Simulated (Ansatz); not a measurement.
```yaml
crystal:
  periodic: [false, false, false]
  atoms:
    - {symbol: F, position_ang: [1.469266, -1.460997, 0.776055]}
    - {symbol: B, position_ang: [0.242220, -1.067565, 0.528319]}
    - {symbol: F, position_ang: [-0.742054, -1.862341, 0.880138]}
    - {symbol: Si, position_ang: [-0.141811, 0.709409, -0.369609]}
    - {symbol: F, position_ang: [-0.923841, 0.494661, -1.721967]}
    - {symbol: F, position_ang: [-1.026970, 1.625639, 0.559672]}
    - {symbol: F, position_ang: [1.184490, 1.493195, -0.698208]}
basis:
  gaussian: {orbitals: aug-pcseg-2, final_grid: {core_spheres: 1, valence_spheres: 1, degree: 5}}
hamiltonian: {xc: {name: r2SCAN}}
output: {forces: true}
```

```sh
$ ansatz run in.yaml --threads 4 --pin off --events-out ev --progress --plain --max-ram 10444MiB
```

Output, abridged:

```
Functional definition: r2SCAN
1509 factors; their error is unknown
mean field evaluation 1: about -22141.6523 eV, gradient 6.6e1 eV
mean field evaluation 2: about -22131.3619 eV, gradient 1.1e2 eV
mean field evaluation 4: about -22147.1188 eV, gradient 9.9e-1 eV
mean field evaluation 16: about -22099.9386 eV, gradient 5.4e-2 eV
mean field -22099.93859702 eV, -812.1577635641 hartree, gradient 4.0e-5 eV, S^2 0.000000; 0 other end points of the search recorded, 0 dependent functions left out
reference -22099.93860762 eV, -812.1577639537 hartree; 32, 32 occupied and 294, 294 virtual orbitals, 1509 factors
Total energy: -22099.93860762 eV, -812.1577639537 hartree
Atom 0 at     1.469266    -1.460997     0.776055 Å, force    -6.062047     3.027936    -1.772086 eV/Å
Atom 1 at     0.242220    -1.067565     0.528319 Å, force    -0.329144     3.470916    -1.745329 eV/Å
Atom 2 at    -0.742054    -1.862341     0.880138 Å, force     8.002976     4.008868    -1.659475 eV/Å
Atom 3 at    -0.141811     0.709409    -0.369609 Å, force    -1.915867    -0.055025     0.157174 eV/Å
Atom 4 at    -0.923841     0.494661    -1.721967 Å, force     3.758702     8.762668    17.557270 eV/Å
Atom 5 at    -1.026970     1.625639     0.559672 Å, force     5.402488    -8.543741   -17.407891 eV/Å
Atom 6 at     1.184490     1.493195    -0.698208 Å, force    -8.857109   -10.671622     4.870337 eV/Å
Dipole moment:     0.082491    -0.021434     0.013567 e Å
```

Q: Something in this input is off. What?

A: The integration grid is far too coarse. Self-consistency was reached. The result belongs to that input, not to the molecule as meant.
